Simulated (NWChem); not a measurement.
Program: NWChem. System: F2Si, charge 0, spin multiplicity 1, displaced from the optimised geometry. The structure started from a generated list of species. Level: CCSD(T)/cc-pVDZ, 7 core orbitals frozen, spin-restricted.

NWChem printed:

```
             Northwest Computational Chemistry Package (NWChem) 7.3.0
             --------------------------------------------------------

                                NWChem Input Module
                                -------------------

 Scaling coordinates for geometry "geometry" by  1.889725989
 (inverse scale =  0.529177249)

                             Geometry "geometry" -> ""
                             -------------------------

 Output coordinates in angstroms (scale by  1.889725989 to convert to a.u.)

  No.       Tag          Charge          X              Y              Z
 ---- ---------------- ---------- -------------- -------------- --------------
    1 Si                  14.0000     0.00000000     0.00000000     0.58808300
    2 F                    9.0000    -1.24649100     0.00000000    -0.45739800
    3 F                    9.0000     1.05951700     0.00000000    -0.30057600

 Effective nuclear repulsion energy (a.u.)     107.7451743055

            Nuclear Dipole moment (a.u.)
            ----------------------------
        X                 Y               Z
 ---------------- ---------------- ----------------
    -3.1799666429     0.0000000000     2.6671517014


 Summary of "ao basis" -> "" (spherical)
 ------------------------------------------------------------------------------
       Tag                 Description            Shells   Functions and Types
 ---------------- ------------------------------  ------  ---------------------
 *                          cc-pvdz                   on all atoms

 Summary of "ao basis" -> "ao basis" (spherical)
 ------------------------------------------------------------------------------
       Tag                 Description            Shells   Functions and Types
 ---------------- ------------------------------  ------  ---------------------
 Si                         cc-pvdz                  8       18   4s3p1d
 F                          cc-pvdz                  6       14   3s2p1d

                                 NWChem SCF Module
                                 -----------------

  ao basis        = "ao basis"
  functions       =    46
  atoms           =     3
  closed shells   =    16
  open shells     =     0
  charge          =   0.00
  wavefunction    = RHF
  use symmetry    = F
  symmetry adapt  = F

 Summary of "ao basis" -> "ao basis" (spherical)
 ------------------------------------------------------------------------------
[...]
task       105 out of       210 done  50%  at       2.0 secs
task       116 out of       210 done  55%  at       2.2 secs
task       126 out of       210 done  60%  at       2.3 secs
task       137 out of       210 done  65%  at       2.5 secs
task       147 out of       210 done  70%  at       2.7 secs
task       158 out of       210 done  75%  at       2.8 secs
task       168 out of       210 done  80%  at       3.0 secs
task       179 out of       210 done  85%  at       3.2 secs
task       189 out of       210 done  90%  at       3.2 secs
task       200 out of       210 done  95%  at       3.2 secs
task       210 out of       210 done 100%  at       3.3 secs
 commencing triples evaluation - blocking       1
 ccsd(t): done        1 out of       30 progress:    3.3%
 ccsd(t): done        2 out of       30 progress:    6.7%
 ccsd(t): done        3 out of       30 progress:   10.0%
 ccsd(t): done        4 out of       30 progress:   13.3%
 ccsd(t): done        5 out of       30 progress:   16.7%
 ccsd(t): done        6 out of       30 progress:   20.0%
 ccsd(t): done        7 out of       30 progress:   23.3%
 ccsd(t): done        8 out of       30 progress:   26.7%
 ccsd(t): done        9 out of       30 progress:   30.0%
 ccsd(t): done       10 out of       30 progress:   33.3%
 ccsd(t): done       11 out of       30 progress:   36.7%
 ccsd(t): done       12 out of       30 progress:   40.0%
 ccsd(t): done       13 out of       30 progress:   43.3%
 ccsd(t): done       14 out of       30 progress:   46.7%
 ccsd(t): done       15 out of       30 progress:   50.0%
 ccsd(t): done       16 out of       30 progress:   53.3%
 ccsd(t): done       17 out of       30 progress:   56.7%
 ccsd(t): done       18 out of       30 progress:   60.0%
 ccsd(t): done       19 out of       30 progress:   63.3%
 ccsd(t): done       20 out of       30 progress:   66.7%
 ccsd(t): done       21 out of       30 progress:   70.0%
 ccsd(t): done       22 out of       30 progress:   73.3%
 ccsd(t): done       23 out of       30 progress:   76.7%
 ccsd(t): done       24 out of       30 progress:   80.0%
 ccsd(t): done       25 out of       30 progress:   83.3%
 ccsd(t): done       26 out of       30 progress:   86.7%
 ccsd(t): done       27 out of       30 progress:   90.0%
 ccsd(t): done       28 out of       30 progress:   93.3%
 ccsd(t): done       29 out of       30 progress:   96.7%
 ccsd(t): done       30 out of       30 progress:  100.0%
 Time for integral evaluation pass     1        3.27
 Time for triples evaluation pass      1        0.42

 pseudo-e(mp4)  -0.90988046664456E-02
 pseudo-e(mp5)   0.11083435591352E-02
        e(t)    -0.79904611073104E-02

 --------------
 CCSD(T) Energy
 --------------
 Reference energy:                    -487.833865521848452

 CCSD corr. energy:                     -0.459476550631087
 T(CCSD) corr. energy:                  -0.009098804666446
 Total CCSD+T(CCSD) energy:           -488.302440877146012

 CCSD corr. energy:                     -0.459476550631087
 (T) corr. energy:                      -0.007990461107310
 Total CCSD(T) energy:                -488.301332533586844

 routine      calls  cpu(0)   cpu-min  cpu-ave  cpu-max   i/o
 aoccsd          1     0.00     0.00     0.00     0.00    0.00
 iterdrv         1     0.02     0.02     0.02     0.02    0.00
 pampt          13     0.04     0.04     0.04     0.04    0.00
 t2pm           13     0.07     0.07     0.07     0.07    0.00
 sxy            13     0.14     0.14     0.14     0.14    0.00
 ints       572468    21.43    21.43    21.43    21.43    0.00
 t2eri        2730     1.36     1.36     1.36     1.36    0.00
 idx2         2730     0.26     0.26     0.26     0.26    0.00
 idx34          13     0.03     0.03     0.03     0.03    0.00
 ht2pm          13     0.08     0.08     0.08     0.08    0.00
 itm            13     0.27     0.27     0.27     0.27    0.00
 pdiis          13     0.01     0.01     0.01     0.01    0.00
 triples         1     0.00     0.00     0.00     0.00    0.00
 rdtrpo          1     0.00     0.00     0.00     0.00    0.00
 trpmos          1     3.27     3.27     3.27     3.27    0.00
 trpdrv          1     0.07     0.07     0.07     0.07    0.00
 dovvv       24300     0.13     0.13     0.13     0.13    0.00
 doooo       24300     0.06     0.06     0.06     0.06    0.00
 tengy       21870     0.14     0.14     0.14     0.14    0.00
 Total                27.38    27.38    27.38    27.38    0.00

 Task  times  cpu:       31.0s     wall:       31.0s

 Total times  cpu:       31.0s     wall:       31.0s
```

### Question
Write an NWChem input that would produce this output.

### Answer
Several could match; the one computed here: 
```
start mol
memory heap 100 mb stack 700 mb global 1900 mb
geometry units angstroms nocenter noautoz noautosym
  Si     0.000000     0.000000     0.588083
  F     -1.246491     0.000000    -0.457398
  F      1.059517     0.000000    -0.300576
end
basis spherical
  * library cc-pvdz
end
scf
  rhf
  nopen 0
  maxiter 100
  thresh 1e-7
  semidirect memsize 60000000 filesize 0
end
ccsd
  freeze core 7
  maxiter 60
end
task ccsd(t) energy
```
